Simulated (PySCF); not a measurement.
RbCl, SMILES [Cl][Rb].

Coordinates come from a PBE-D3(BJ)/def2-TZVPD optimisation. The def2 effective core potentials stand for the cores of Rb; spin–orbit coupling is left out.

Level of theory: PBE-D3(BJ)/def2-TZVPD (PySCF).

Frequencies are harmonic and unscaled.

Computed normal modes with their intensities:
```tsv
mode	ν (cm⁻¹)	IR (km/mol)	moving atoms (share of kinetic energy)
1	219	42.3	Cl 71 %, Rb 29 %
```
